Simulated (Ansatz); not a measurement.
`C#C[Si](F)(C#C)C#C`. Total charge 0; spin multiplicity 1.

```xyz
11

C    -0.8385   -2.6685    0.6455
C    -0.7482   -1.5033    0.3513
Si   -0.5885    0.2446   -0.0891
F    -2.0400    0.8473   -0.3090
C     0.2203    1.1570    1.2481
C     0.7717    1.7553    2.1371
C     0.3501    0.4207   -1.6263
C     0.9875    0.5307   -2.6431
H    -0.9210   -3.6993    0.9056
H     1.2574    2.2861    2.9240
H     1.5494    0.6292   -3.5439
```

(1) List the harmonic frequencies (cm⁻¹, unscaled) at PBE0-D4/def2-TZVP in Ansatz. (An estimate is asked.)

(2) Is this a minimum?

(3) Give the ideal-gas thermochemistry at 298.15 K and 1 bar (rigid rotor, harmonic oscillator; point group C3v, symmetry number 3).

Results:

(1) The calculation gave: 87, 87, 104, 167, 167, 233, 335, 335, 398, 398, 413, 548, 721, 721, 737, 739, 739, 747, 747, 747, 925, 2173, 2175, 2175, 3465, 3465, 3465.

(2) Yes, all 27 modes are real.

(3) Zero-point energy 161.6 kJ/mol; H(298) − E = 189.1 kJ/mol; entropy 389.1 J/(mol·K), of which translation 168.8, rotation 112.5, vibration 107.8; G(298) − E = 73.0 kJ/mol. Modes under 100 cm⁻¹ are hindered rotations or soft bends, so the harmonic entropy is rough.
